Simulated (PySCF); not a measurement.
**From computed data to an observable: chemical shift, span and skew from a shielding tensor**

C₃H₉BO₂, SMILES OB(COC)C. Atoms are numbered in the order given.

```xyz
15

C      2.5583    -0.7594    -0.0178
O      1.4403     0.0769     0.0348
C      0.2291    -0.6254    -0.0624
B     -1.0470     0.3010     0.0267
C     -2.4804    -0.3101    -0.2370
O     -0.8571     1.6143     0.3122
H      2.5659    -1.4982     0.8123
H      3.4581    -0.1315     0.0641
H      2.6097    -1.3282    -0.9711
H      0.1415    -1.3957     0.7446
H      0.1790    -1.2228    -1.0055
H     -2.5444    -1.3821     0.0093
H     -3.2913     0.2150     0.2955
H     -2.7049    -0.2295    -1.3170
H     -1.6861     2.1076     0.3609
```

Geometry: r2SCAN-D4/def2-SVP. The structure was generated by enumeration, and PubChem lists no compound with its InChIKey, so it may never have been made. Other conformers were not sampled.

GIAO shieldings from PBE/pcSseg-1 (PySCF), non-relativistic, no solvent. The symmetric part of the tensor of C3 has the principal values 72.9, 76.2, 170.6 ppm. The same nucleus in TMS has σ = 182.0 ppm at this level (PySCF, at its B3LYP-D3(BJ)/def2-TZVP geometry).

**Question.** Work out the isotropic shielding, the ¹³C shift against TMS, the span and the skew.

**Answer.** 
σ(iso) = (σ11 + σ22 + σ33)/3 = 106.6 ppm. δ = σ(ref) − σ(iso) = 182.0 − (106.6) = 75.4 ppm.
Span Ω = σ33 − σ11 = 97.7 ppm. Skew κ = 3(σ(iso) − σ22)/Ω = 0.93. Tumbling in solution averages the tensor to δ; in a static solid the shielding alone would spread this spin-1/2 line over Ω.
